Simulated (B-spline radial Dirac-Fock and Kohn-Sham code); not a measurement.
# Ru²¹⁺: scattering cross sections and density moments

System: ruthenium as Ru²¹⁺, configuration [Ar] 3d5.

Model: Dirac-Fock densities. Program: a radial B-spline solver.

| Quantity | Value |
| --- | --- |
| Sum of ⟨r⟩ | 5.834 bohr |
| Sum of ⟨r²⟩ | 2.158 bohr² |
| Sum of ⟨1/r⟩ | 221.12 per bohr |
| Langevin diamagnetic susceptibility | -1.71 × 10⁻⁶ cm³/mol |
| Lamb shielding (α²/3)Σ⟨1/r⟩ | 3925 ppm |

Coherent scattering is the Thomson cross section weighted by f₀², without anomalous dispersion; incoherent scattering is Klein-Nishina weighted by S. The Lamb formula is the non-relativistic shielding expression. Electron correlation is left out. A dash stands where the photon energy is too low for the impulse approximation behind that column.

```
hν (keV)  coherent (b)  incoherent (b)  incoherent per electron (b)
       2         345.7               –                            –
       5         315.9          0.7215                       0.0314
      10         239.7           2.315                        0.101
 17.4793         144.7           4.645                        0.202
      20         123.8           5.268                        0.229
      30         74.47           7.037                        0.306
     200         3.359           8.693                        0.378
     500        0.5855           6.515                        0.283
```

Incoherent scattering overtakes coherent scattering between 30 and 200 keV.

Values without a named source are computed, but for edge energies of neutral atoms, which are taken from tables.
